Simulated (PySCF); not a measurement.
Fill in the blanks.

C8H4F2O2.
Atom-mapped SMILES: `[O:1]=[C:2]([F:3])[c:4]1[cH:5][cH:6][c:7]([C:8](=[O:9])[F:10])[cH:11][cH:12]1` (hydrogens: H13 on C5; H14 on C6; H15 on C11; H16 on C12)

Cartesian coordinates in Å at the PBE0-D3(BJ)/def2-SVP level; atoms count from 1:
```
atom  x, y, z in Å
O1     3.5570   -0.5625   -0.8055
C2     2.8629    0.1162   -0.1259
F3     3.3888    1.0411    0.6873
C4     1.3840    0.0765   -0.0476
C5     0.6693    0.9403    0.7909
C6    -0.7160    0.8651    0.8367
C7    -1.3864   -0.0741    0.0447
C8    -2.8648   -0.1196    0.1319
O9    -3.5577    0.5661    0.8057
F10   -3.3920   -1.0613   -0.6608
C11   -0.6721   -0.9370   -0.7949
C12    0.7131   -0.8609   -0.8414
H13    1.2069    1.6659    1.4021
H14   -1.2992    1.5260    1.4807
H15   -1.2096   -1.6630   -1.4058
H16    1.2963   -1.5209   -1.4862
```

| property | level | value |
| --- | --- | --- |
| point group | PBE0-D3(BJ)/def2-SVP | ? |
| rotational constants A, B, C | PBE0-D3(BJ)/def2-SVP | 2.903, 0.451, 0.390 GHz |
| dipole moment | wB97X-D/def2-SVPD | 0.00 D by symmetry (numerical residue 0.01 D) |
| HOMO energy | wB97X-D/def2-SVPD | ? |
| LUMO energy | wB97X-D/def2-SVPD | ? |
| lowest singlet excitation | TDDFT wB97X-D/def2-SVPD | 4.72 eV (263 nm, f = 0.041) |
| strongest line among the 10 lowest singlet transitions | TDDFT wB97X-D/def2-SVPD | ? |
| lowest triplet excitation (Tamm–Dancoff) | TDA wB97X-D/def2-SVPD | ? |
| static isotropic polarisability | wB97X-D/def2-SVPD | 100.0 au |
| electronic spatial extent ⟨r²⟩ about the centre of nuclear charge | wB97X-D/def2-SVPD | 2472 bohr² |
| 13C chemical shifts (computed TMS as zero) by class | GIAO B97-2/pcSseg-2 | ? |
| 1H chemical shifts (computed TMS as zero) by class | GIAO B97-2/pcSseg-2 | ? |
| isotropic shieldings of nuclei other than C and H, by class | GIAO B97-2/pcSseg-2 | -91 (O1/O9), 163 (F3/F10) ppm |
| largest of the computed one-bond spin–spin couplings (means over like bonds) | B3LYP/pcJ-1, spin–dipole term left out for some pairs | 19F–13C -410.3 (F3–C2 and 1 like it), 13C–1H +176.4 (C5–H13 and 3 like it) Hz |

Electronic properties: PySCF, gas phase, density fitting. NMR classes are plain means over equivalent atoms (diastereotopic ones count apart unless rotation or inversion swaps them), as if these changed places fast; in this geometry the members of some classes differ.

**Question.** What are the 1H chemical shifts (computed TMS as zero) by class?

**Answer.** 8.50 (H13/H14/H15/H16) ppm.

**Question.** What is the point group?

**Answer.** C2h.

**Question.** Give the 13C chemical shifts (computed TMS as zero) by class.

**Answer.** 163.9 (C2/C8), 139.5 (C5/C6/C11/C12), 137.9 (C4/C7) ppm.

**Question.** The lowest triplet excitation (Tamm–Dancoff)?

**Answer.** 3.58 eV.

**Question.** What is the HOMO energy?

**Answer.** -10.35 eV.

**Question.** What is the LUMO energy?

**Answer.** -1.42 eV.

**Question.** What is the strongest line among the 10 lowest singlet transitions?

**Answer.** S7 at 6.88 eV (180 nm, f = 0.627).

Point group C2h forbids a permanent dipole, so the rigid molecule has no electric-dipole pure rotational spectrum. No computed singlet falls in the visible range (750 to 380 nm, 1.65 to 3.26 eV); S1 lies 1.46 eV above its blue end. The principal polarisabilities are 55.3, 101.5 and 143.1 au; their mean is the isotropic value. With B = h/(8π²I), that is 505.379 GHz u Å² over I, the principal moments of inertia are 174.1, 1120.6 and 1294.7 u Å² (most abundant isotopes). The rotational constants make it an asymmetric top with κ = (2B − A − C)/(A − C) = -0.95, nearer the prolate limit (−1). The largest Löwdin shares of the HOMO are 0.24 on C6, 0.24 on C12, 0.15 on C5 and 0.15 on C11.

One conformer stands for the species.
